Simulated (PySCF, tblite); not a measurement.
Compound: C6H6FNS.
Cartesian coordinates in Å at the GFN2-xTB level; atoms count from 1:
```xyz
15
C6H6FNS angstrom
C     -2.6058   -0.6987   -0.8232
C     -1.8077    0.2740   -0.4294
C     -0.8529    0.1608    0.7292
F     -1.1011   -0.9748    1.4684
C      0.5482    0.1355    0.2089
N      1.2834    1.1818    0.0798
C      2.4827    0.8882   -0.4715
C      2.6712   -0.4217   -0.7777
S      1.2819   -1.3434   -0.3621
H     -2.6368   -1.6439   -0.3075
H     -3.2662   -0.5807   -1.6642
H     -1.7573    1.2274   -0.9348
H     -0.9661    1.0159    1.4096
H      3.1919    1.6806   -0.6245
H      3.5300   -0.8933   -1.2094
```

Theory: PBE0/pcSseg-1 in PySCF (dipole) on a GFN2-xTB geometry, gas phase.

Take the most abundant isotopes and a rigid rotor. The values belong to one conformer with, in the numbering `[CH2:1]=[CH:2][C@@H:3]([F:4])[c:5]1[n:6][cH:7][cH:8][s:9]1`, C1–C2–C3–F4 -11°, C2–C3–C5–N6 93°.

Q: Give the principal moments of inertia and the rotational constants in GHz.

A: Ia = 181.19, Ib = 506.95, Ic = 544.07 u·Å²; 505379 MHz·u·Å²/I gives 2789, 996.9 and 928.9 MHz, that is A = 2.7893, B = 0.9969, C = 0.9289 GHz.

Q: Classify the top.

A: A near-prolate asymmetric top. Ray's parameter κ = (2B − A − C)/(A − C) = -0.927; −1 is the prolate and +1 the oblate limit.

Q: Is it planar, by Δ = Ic − Ia − Ib?

A: Not planar: Δ = Ic − Ia − Ib = -144.07 u·Å². For a rigid frame Δ = −2 Σ m c², so Σ m c² = 72.04 u·Å² lies off the ab plane: 8.55 from hydrogen and 63.49 from heavier atoms. The atom farthest from that plane is 2.14 Å away.

Q: Give the other two planar moments, Paa and Pbb, and the rms extents of the mass along the axes.

A: Paa = Σ m a² = (Ib + Ic − Ia)/2 = 434.92 and Pbb = Σ m b² = (Ia + Ic − Ib)/2 = 109.15 u·Å². With the mass M = 143.02 u, the rms extents √(P/M) along a, b and c are 1.74, 0.87, 0.71 Å.

Q: Where do the levels up to J = 5 lie, in MHz?

A: Above 0(0,0):
J = 1: 1(0,1) 1926, 1(1,1) 3718, 1(1,0) 3786
J = 2: 2(0,2) 5775, 2(1,2) 7502, 2(1,1) 7706, 2(2,1) 13083, 2(2,0) 13085
J = 3: 3(0,3) 11545, 3(1,3) 13176, 3(1,2) 13584, 3(2,2) 18860, 3(2,1) 18870, 3(3,1) 27993, 3(3,0) 27993
J = 4: 4(0,4) 19230, 4(1,4) 20739, 4(1,3) 21419, 4(2,3) 26562, 4(2,2) 26590, 4(3,2) 35700, 4(3,1) 35701, 4(4,1) 48482, 4(4,0) 48482
J = 5: 5(0,5) 28821, 5(1,5) 30190, 5(1,4) 31210, 5(2,4) 36187, 5(2,3) 36253, 5(3,3) 45335, 5(3,2) 45336, 5(4,2) 58115, 5(4,1) 58115, 5(5,1) 74548, 5(5,0) 74548
Those of J = 1 are B + C, A + C and A + B.

Q: Predict some low-J microwave lines.

A: The dipole components are |μa| = 0.83 D, |μb| = 0.17 D, |μc| = 1.36 D. The squared components, which scale the intensities, stand as 0.37 : 0.02 : 1.00 (a : b : c). Some lines, for components of 0.1 D or more:

```csv
type,branch,"J(Ka,Kc)",MHz,lower level (cm⁻¹)
b,R,"3(1,2) ← 2(2,1)",501,0.436
c,Q,"2(1,2) ← 2(0,2)",1726,0.193
c,Q,"1(1,1) ← 1(0,1)",1792,0.064
a,R,"1(0,1) ← 0(0,0)",1926,0.000
b,R,"1(1,1) ← 0(0,0)",3718,0.000
a,R,"2(1,2) ← 1(1,1)",3784,0.124
c,R,"1(1,0) ← 0(0,0)",3786,0.000
b,R,"3(0,3) ← 2(1,2)",4044,0.250
b,Q,"3(2,1) ← 3(1,2)",5286,0.453
b,Q,"2(2,0) ← 2(1,1)",5379,0.257
b,R,"2(1,2) ← 1(0,1)",5576,0.064
b,Q,"2(2,1) ← 2(1,2)",5581,0.250
a,R,"3(1,3) ← 2(1,2)",5674,0.250
b,Q,"3(2,2) ← 3(1,3)",5684,0.440
a,R,"3(2,2) ← 2(2,1)",5777,0.436
a,R,"3(2,1) ← 2(2,0)",5785,0.436
c,R,"3(1,2) ← 2(0,2)",7808,0.193
c,Q,"3(3,1) ← 3(2,1)",9124,0.629
b,Q,"3(3,0) ← 3(2,1)",9124,0.629
b,Q,"3(3,1) ← 3(2,2)",9133,0.629
b,R,"2(2,1) ← 1(1,0)",9297,0.126
c,R,"2(2,0) ← 1(1,0)",9299,0.126
c,R,"2(2,1) ← 1(1,1)",9365,0.124
b,R,"3(2,2) ← 2(1,1)",11155,0.257
c,R,"3(2,1) ← 2(1,1)",11164,0.257
c,R,"3(2,2) ← 2(1,2)",11359,0.250
c,R,"3(3,0) ← 2(2,0)",14909,0.436
c,R,"3(3,1) ← 2(2,1)",14911,0.436
```

Its GFN2-xTB frequencies are all real (lowest 22 cm⁻¹). These are rigid-rotor constants of the computed structure; measured ground-state constants (B0) also hold zero-point vibration. Quadrupole hyperfine structure (14N) is left out.
